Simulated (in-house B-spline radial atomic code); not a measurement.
Hg⁺. Computed with a B-spline radial atomic code. Model: non-relativistic spherical atom: semilocal Troullier-Martins pseudo-atom, one channel per l, against all electrons, high spin, G0W0 and RPA with empty states to l = 8, local potential for every l without a channel, a model core (radius 0 = none) keeps its share of the functional.

Without relativity these are model numbers for so heavy an element.

What the tables leave out is listed at the end.

The pseudopotential gives back the lowest level of each angular momentum of its own functional in the configuration it was made in; a second state of the same l is only approximately right. Exact exchange, RPA and GW see the smooth pseudo-orbitals and miss the exchange with the core, for which the functional's share stands in. The column with an uncorrelated core keeps all orbitals and exact exchange, and so separates missing core correlation from pseudisation. Only the three outermost levels and the lowest empty one were computed. RPA here is direct RPA, with no exchange kernel, and its energies carry an (l + 1/2)⁻⁴ tail. A hybrid on a potential with a model core restores only its own semilocal share of the core's exchange.

Command:
```bash
python run_psgw.py task.json out
```
Settings (lengths in bohr, energies in hartree):
```
Z                      80
electrons              79
configuration          [Xe] 4f14 5d10 6s1
generated_in           [Xe] 4f14 5d10 6s2
functional             pbe,pbe
core_shells            9
radius_factor          1.15
core_correction        False
ion_configuration      [Xe] 4f14 5d10
```

Time taken, with all properties: 2.1 min on 1 thread of Arm Neoverse N1, with other jobs on the host.

Given: made with PBE; model core radius 0 bohr; local radius 1.098 bohr; mean-field start PBE.

Valence shells of the generating configuration: 4f, 5s, 5p, 5d, 6s.

Channel: s 1.043, p 1.115, d 1.324, f 1.411 (radii in bohr).

Computed: largest level miss in the spin-unpolarised generating configuration 0.1 eV; valence RPA correlation energy all-electron orbitals -2.4153 hartree; all-electron RPA polarisability, core included 21.995 bohr³; pseudo-atom RPA polarisability 21.419 bohr³; ionisation by mean-field all-electron 16.207 eV; ionisation by mean-field pseudo minus all 0.198 eV; ionisation by RPA all-electron 16.357 eV.

| level | occupied | mean-field all-electron (eV) | mean-field pseudo minus all (eV) | G0W0 all-electron (eV) | G0W0 uncorrelated core minus all (eV) | G0W0 pseudo minus all (eV) | exchange self-energy all-electron (eV) | exchange self-energy pseudo (eV) |
| --- | --- | --- | --- | --- | --- | --- | --- | --- |
| 6s up | 1 | -12.583 | -0.164 | -16.42 | 0.002 | -0.153 | -12.589 | -12.245 |
| 6s down (empty) | 0 | -11.738 | -0.169 | -8.7866 | 0.002 | -0.087 | -3.9352 | -3.5087 |

Q: What is the ionisation by RPA pseudo minus all?

A: -0.049 eV.

Q: What is the valence RPA correlation energy pseudo?

A: -2.7534 hartree.

Given: mean-field start PBE0.

Computed: valence RPA correlation energy pseudo -2.6761 hartree; all-electron RPA polarisability, core included 19.588 bohr³; pseudo-atom RPA polarisability 19.235 bohr³; ionisation by mean-field all-electron 15.881 eV; ionisation by mean-field pseudo minus all 0.109 eV; ionisation by RPA pseudo minus all -0.054 eV.

```json
{"level": "6s up", "occupied": "1", "mean-field all-electron (eV)": "-13.246", "mean-field pseudo minus all (eV)": "-0.093", "G0W0 all-electron (eV)": "-16.297", "G0W0 uncorrelated core minus all (eV)": "0.002", "G0W0 pseudo minus all (eV)": "-0.066", "exchange self-energy all-electron (eV)": "-12.397", "exchange self-energy pseudo (eV)": "-11.983"}
{"level": "5d down", "occupied": "1", "mean-field all-electron (eV)": "-22.222", "mean-field pseudo minus all (eV)": "-0.215", "G0W0 all-electron (eV)": "-26.674", "G0W0 uncorrelated core minus all (eV)": "-0.051", "G0W0 pseudo minus all (eV)": "-0.8", "exchange self-energy all-electron (eV)": "-36.229", "exchange self-energy pseudo (eV)": "-34.923"}
{"level": "6s down (empty)", "occupied": "0", "mean-field all-electron (eV)": "-10.489", "mean-field pseudo minus all (eV)": "-0.082", "G0W0 all-electron (eV)": "-8.5669", "G0W0 uncorrelated core minus all (eV)": "0.002", "G0W0 pseudo minus all (eV)": "-0.024", "exchange self-energy all-electron (eV)": "-3.6131", "exchange self-energy pseudo (eV)": "-3.1765"}
```

Q: What is the valence RPA correlation energy all-electron orbitals?

A: -2.3319 hartree.

Q: What is the ionisation by RPA all-electron?

A: 16.213 eV.

Given: mean-field start Hartree-Fock.

Computed: valence RPA correlation energy all-electron orbitals -2.1213 hartree; valence RPA correlation energy pseudo -2.4775 hartree; all-electron RPA polarisability, core included 16.308 bohr³; ionisation by mean-field all-electron 14.462 eV; ionisation by RPA all-electron 15.855 eV; ionisation by RPA pseudo minus all -0.09 eV.

| level | occupied | mean-field all-electron (eV) | mean-field pseudo minus all (eV) | G0W0 all-electron (eV) | G0W0 uncorrelated core minus all (eV) | G0W0 pseudo minus all (eV) | exchange self-energy all-electron (eV) | exchange self-energy pseudo (eV) |
| --- | --- | --- | --- | --- | --- | --- | --- | --- |
| 6s up | 1 | -14.592 | 0.127 | -15.942 | 0.003 | 0.2 | -11.49 | -10.881 |
| 5d down | ? | ? | ? | ? | ? | ? | ? | ? |
| 5d up | 1 | -27.444 | -0.945 | -27.409 | -0.045 | -0.018 | -36.329 | -36.153 |
| 6s down (empty) | 0 | -6.5876 | 0.065 | -8.1086 | 0.002 | 0.144 | -2.3685 | -1.9563 |

Q: What belongs in the row 5d down?

A: occupied: 1; mean-field all-electron (eV): -27.28; mean-field pseudo minus all (eV): -0.958; G0W0 all-electron (eV): -27.258; G0W0 uncorrelated core minus all (eV): -0.046; G0W0 pseudo minus all (eV): -0.033; exchange self-energy all-electron (eV): -36.504; exchange self-energy pseudo (eV): -36.294.

Q: What is the ionisation by mean-field pseudo minus all?

A: -0.112 eV.

Q: What is the pseudo-atom RPA polarisability?

A: 16.363 bohr³.

Among the listed levels the largest G0W0 shift of the pseudo-atom is -0.80 eV, for 5d down on the PBE0 start, while leaving the core uncorrelated moves that level by -0.05 eV. So pseudisation and the lost core exchange, not the missing core correlation, make the error. Not in the tables (levels of low weight, unsolved or above zero; the highest and the empty levels are kept at any weight): on PBE the G0W0 levels 5d down (pseudo minus all -0.88 eV, weights 0.73 and 0.78), 5d up (pseudo minus all -0.86 eV, weights 0.70 and 0.77); on PBE0 the G0W0 levels 5d up (pseudo minus all -0.83 eV, weights 0.83 and 0.76).
